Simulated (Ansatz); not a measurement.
Reaction (formal exchange of groups at a Ge–O bond): `[CH3][Ge]([OH])([F])[Cl]` + CH₄ → `[CH3][Ge]([CH3])([F])[Cl]` + H₂O

Calculated with Ansatz (gas phase, PBE0-D4/def2-TZVP geometries, no zero-point term in ΔE). CBS: MP2 limit from def2 TZ/QZ plus the TZ coupled-cluster correction, frozen cores. This one scheme is used for every species. Functionals use def2-TZVPP. For Ge outer-core shells are correlated without core-valence functions, which leaves a few kJ/mol of doubt a bond. Scalar relativity is left out up to krypton. Each species was taken in one conformer, which may not be the lowest.

```
             level  ΔE (kJ/mol)
           ωB97X-V         55.2
SCS-MP2/def2-QZVPP         53.2
```

Problem. What does CCSD(T)/CBS give? (An estimate is asked.)

Solution. Ansatz gave: +47.4 kJ/mol. The listed levels differ from it by 7.8, 5.8 kJ/mol.

Largest T1 diagnostic among the species: 0.011.

In def2-TZVPP, CCSD(T) changes the Hartree–Fock value by −14.0 kJ/mol (the triples alone add −0.3 kJ/mol) and MP2 by −14.7 kJ/mol. The D4 term adds −3.2 kJ/mol with B3LYP and −1.9 kJ/mol with PBE0; it sums over pairs of atoms, weighted by their polarisabilities, and B3LYP, whose exchange is more repulsive, gets the larger term.

B3LYP here is the variant with VWN-RPA as its local correlation; programs differ in this.
